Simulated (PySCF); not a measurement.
CoH: from constants to spectrum

PBE0 constants of CoH, triplet, unpaired electrons π ↑, δ ↑, a mixture of terms (⟨Lz²⟩ = 4.4) (Co def2-TZVP, H def2-TZVP; no relativity (PySCF 2.14); masses 58.9332 and 1.0078 u):

| Item | Value |
| --- | --- |
| ωe | 1807.4 cm⁻¹ |
| ωexe | 30.4 cm⁻¹ |
| Be | 7.2494 cm⁻¹ |
| αe | 0.219 cm⁻¹ |
| D (centrifugal) | 0.000467 cm⁻¹ |

Task: Give the vibrational terms G(v) and spacings up to v = 6.

Result: G(v) = ωe(v+½) − ωexe(v+½)².

| v | G(v) (cm⁻¹) | G(v) − G(v−1) | Bv (cm⁻¹) |
| --- | --- | --- | --- |
| 0 | 896 |  | 7.140 |
| 1 | 2643 | 1747 | 6.921 |
| 2 | 4328 | 1686 | 6.702 |
| 3 | 5954 | 1625 | 6.483 |
| 4 | 7518 | 1564 | 6.264 |
| 5 | 9021 | 1503 | 6.045 |
| 6 | 10464 | 1443 | 5.826 |

De is left out where the level can put another filling of the metal’s s and d shells below the measured ground configuration, by anything from nothing to about 1 eV. The state is the lowest single determinant that the PBE0 search found; with open d or f shells the true ground state can be another one.
